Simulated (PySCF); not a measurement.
# Correlation energy of Se⁺ (selenium, charge +1)

[Ar] 3d10 4s2 4p3, high-spin 4S determinant. Computed with PySCF 2.14 in x2c-SVPall, with scalar relativity by spin-free X2C-1e. Frozen: [Ar] 3d10; 5 electrons correlated.

MP2 pair energies summed by pair of shells (mhartree):

```json
{"pair": "4s-4p", "energy": "-38.31", "share (%)": "64.7"}
{"pair": "4p-4p", "energy": "-13.93", "share (%)": "23.5"}
{"pair": "4s-4s", "energy": "-6.96", "share (%)": "11.8"}
```

Total MP2 correlation energy: -59.20 mhartree.

Same-spin part -15.97 and opposite-spin part -43.23 mhartree; SCS-MP2 scales them by 1/3 and 6/5 to -57.20 mhartree.

```json
{"level": "CCSD", "correlation energy (mhartree)": "-74.13"}
{"level": "(T)", "correlation energy (mhartree)": "-0.85"}
{"level": "CCSD(T)", "correlation energy (mhartree)": "-74.98"}
```

Diagnostics: T1 = 0.0013, D1 = 0.0039, largest double amplitude 0.058.

Problem. Is a single reference adequate?

Solution. Yes, within this model without spin-orbit coupling: T1 lies below 0.03 and no double amplitude reaches 0.07.
